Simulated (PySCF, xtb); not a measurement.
C₃H₆Cl₂Si, SMILES C/C=C/[SiH](Cl)Cl. One conformer was computed; it need not be the lowest.

Harmonic wavenumbers (cm⁻¹) from GFN2-xTB (xtb) at its own minimum, in rising order: 24, 86, 123, 141, 162, 241, 262, 374, 489, 507, 633, 642, 699, 791, 990, 1001, 1033, 1105, 1243, 1302, 1396, 1469, 1475, 1683, 2290, 3000, 3012, 3014, 3041, 3056.

Problem. What does PySCF with PBE-D3(BJ)/def2-SVP give at its own minimum? (Estimate from the structure and the level; the computed values follow.)

Solution. 53, 105, 126, 164, 194, 266, 279, 375, 522, 563, 726, 761, 782, 790, 930, 971, 1016, 1071, 1193, 1284, 1333, 1396, 1398, 1645, 2197, 2960, 3030, 3041, 3075, 3078. Paired by order, the mean absolute difference is 41 cm⁻¹ and the zero-point energies are 50.4 and 50.5 kcal/mol.
